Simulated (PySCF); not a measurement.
All values below come from PySCF with PBE-D3(BJ)/def2-TZVP // PBE0-D4/def2-TZVP. All species are isolated molecules in the gas phase. One relaxed conformer stands for a flexible species; it need not be the lowest. Excitations are Tamm–Dancoff values on a coarser integration grid. The basis has no diffuse functions, so Rydberg states are missing or too high.

Reference species (SMILES): `[C-]#[N+][SiH2]O` (neutral, multiplicity 1).

- S1 excitation (TDA): 6.09 eV
- T1 excitation (TDA): 4.90 eV
- HOMO: -7.33 eV

After one change: the S1 excitation (TDA) drops by 1.20 eV; the T1 excitation (TDA) falls by 0.71 eV; the HOMO increases by 1.36 eV.

**Question.** What was changed between the two runs? The new species is one of these.
A) `OC[SiH2]O`
B) `NC(=O)[SiH2]O` (O–C–Si–O torsion 0°, C–Si–O–H torsion 0°)
C) `O[SiH2]I` (H–O–Si–I torsion 54°)
D) `CN(C)[SiH2]O` (C–N–Si–O torsion -73°, N–Si–O–H torsion -68°)

**Answer.** B, `NC(=O)[SiH2]O` (O–C–Si–O torsion 0°, C–Si–O–H torsion 0°)
